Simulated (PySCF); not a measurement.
C7H8S.
Cartesian coordinates in Å at the PBE0-D3(BJ)/def2-TZVP level; atoms count from 1:
```xyz
16
C7H8S angstrom
S     -2.7693   -0.7299   -1.3120
C     -1.8665   -0.8193    0.2670
C     -0.4675   -0.2973    0.1883
C      0.5307   -1.0193   -0.4606
C      1.8205   -0.5242   -0.5391
C      2.1323    0.7060    0.0260
C      1.1457    1.4334    0.6715
C     -0.1460    0.9318    0.7523
H     -2.5699    0.5811   -1.5205
H     -1.8754   -1.8829    0.5149
H     -2.4339   -0.2962    1.0372
H      0.2859   -1.9730   -0.9162
H      2.5886   -1.0991   -1.0436
H      3.1425    1.0935   -0.0369
H      1.3802    2.3931    1.1176
H     -0.9156    1.5011    1.2640
```

The closed-shell ground state was solved at several levels (PySCF, density fitting, gas phase, non-relativistic). Geometry: PBE0-D3(BJ)/def2-TZVP, one conformer, isolated molecule.

```
           level  basis functions  HOMO (eV)  LUMO (eV)  gap (eV)  dipole (D)
wB97X-D/pcSseg-2              407      -8.57       1.18      9.75        1.50
   PBE0/pcSseg-2              407      -6.75      -0.55      6.20        1.48
  B97-2/pcSseg-2              407      -6.50      -0.58      5.92        1.48
```

(1) What might KT3/pcSseg-2 (407 basis functions) give for the same quantities?

(2) Over all these levels, which gives the widest orbital gap and which the narrowest?

(3) In the pcSseg-2 basis, how does the gap go with the fixed share of exact exchange?

(4) How far do the dipole and the HOMO energy spread over the levels?

Results:

(1) HOMO -5.64 eV, LUMO -1.40 eV, gap 4.24 eV, dipole 1.42 D.

(2) wB97X-D/pcSseg-2 (range-separated hybrid) has the widest, 9.75 eV, and KT3/pcSseg-2 (GGA) the narrowest, 4.24 eV. From the narrowest to the widest the HOMO moves by -2.93 eV and the LUMO by +2.58 eV.

(3) KT3 (0 %) 4.24 eV; B97-2 (21 %) 5.92 eV; PBE0 (25 %) 6.20 eV. Each rise in the share widens the gap here.

(4) The dipole runs from 1.42 to 1.50 D (mean 1.47 D) and the HOMO from -8.57 to -5.64 eV.
